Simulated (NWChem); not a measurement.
C₂H₆OSi; SMILES [SiH2](O)C=C

```xyz
10

Si    -0.5811     0.7035    -0.0281
O      0.9812     1.3399    -0.0286
C     -0.5272    -1.1713     0.0457
C      0.6313    -1.8551    -0.0466
H     -1.2051     1.1855    -1.3046
H     -1.3997     1.2158     1.1336
H      1.4663     1.2134     0.8051
H     -1.4692    -1.7387     0.1728
H      1.5928    -1.3280    -0.1788
H      0.6771    -2.9571    -0.0004
```
Atoms are numbered in this order, from 1.

All runs: NWChem. Pople sets run with spherical d functions. All runs use the structure optimised with PBE-D3(BJ)/def2-SVP. Level SCAN/6-31G*: energy and gradient on several grids; changes count from the extra-fine grid, which is no exact limit either.

| grid | size of the energy change (μHa) | largest change of a gradient component (μHa/bohr) | time, medium = 1 (rough) |
|---|---|---|---|
| xcoarse | 10000 | 8000 | about 1 |
| coarse | 9000 | 2000 | about 1 |
| medium | 200 | 700 | about 1 |
| fine | 400 | 700 | about 1 |
| xfine | < 10 | < 30 | 2 |
